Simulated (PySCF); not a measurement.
Gas-phase reaction: Ge2H6 + F2 ⇌ 2 GeH3F

Method: PySCF energies plus ideal-gas RRHO corrections (1 bar). † marks an energy on the PBE0/def2-TZVP geometry and frequencies. MP2 and CCSD(T) freeze the core. All species are closed-shell singlets. Ge: all electrons, no relativistic terms. MP2 isn't extrapolated to the basis-set limit; its ΔH°(298 K) is -627.9 kJ in def2-SVP and -639.9 kJ in def2-TZVPP. CCSD(T) isn't extrapolated to the basis-set limit; its ΔH°(298 K) is -593.1 kJ in def2-SVP and -605.1 kJ in def2-TZVPP. The harmonic model lacks anharmonicity and excited electronic states, which grow with temperature; levels with a mode under 35 cm⁻¹ are left out. Internal rotation in Ge2H6 is treated as a harmonic vibration of one conformer, which makes the entropy rough.

| level | ΔE electronic, kJ | ΔH°(298 K), kJ | ΔS°(298 K), J/K | ΔG°(1800 K), kJ |
|---|---|---|---|---|
| CCSD(T)/def2-SVP† | -596 | -593 | 2 | -583 |
| MP2/def2-SVP† | -631 | -628 | 2 | -618 |
| PBE/def2-TZVP† | -569 | -566 | 2 | -556 |
| PBE0/def2-SVP† | -582 | -579 | 2 | -570 |
| r2SCAN/def2-TZVP† | -601 | -599 | 2 | -589 |
| ωB97M-V/def2-TZVP† | -610 | -607 | 2 | -597 |
ΔH° is lowest at MP2/def2-SVP† and highest at PBE/def2-TZVP†. No reference value is set beside these.
